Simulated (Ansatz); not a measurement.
Reaction (ligand exchange at the Sn–C bond): `[CH3][Sn]([F])([F])[F]` + HCl → `[F][Sn]([F])([F])[Cl]` + CH₄

Gas-phase electronic energies from Ansatz, PBE0-D4/def2-TZVP geometries. CCSD(T)/CBS adds triple-zeta CCSD(T) − MP2 to the extrapolated MP2 energy (def2 sets, frozen cores). This one scheme is used for every species. Functionals use def2-TZVPP. def2 core potentials past Kr. For Sn outer-core shells are correlated without core-valence functions, which leaves a few kJ/mol of doubt a bond.

```tsv
level	ΔE (kJ/mol)
revPBE-D4	-63.1
SCS-MP2/def2-QZVPP	-63.2
```

Problem. What does CCSD(T)/CBS give? (Estimate.)

Solution. The calculation gave: -60.5 kJ/mol. The listed levels differ from it by -2.6, -2.7 kJ/mol.

Largest T1 diagnostic among the species: 0.014.

In def2-TZVPP, CCSD(T) changes the Hartree–Fock value by +19.8 kJ/mol (the triples alone add +0.1 kJ/mol) and MP2 by +19.4 kJ/mol. From BLYP to BHLYP (50 % exact exchange), in def2-TZVPP and without D4, ΔE moves by −3.1 kJ/mol. At CCSD(T), def2-SVP lies −8.4 kJ/mol from the extrapolated value and def2-TZVPP +3.2 kJ/mol.
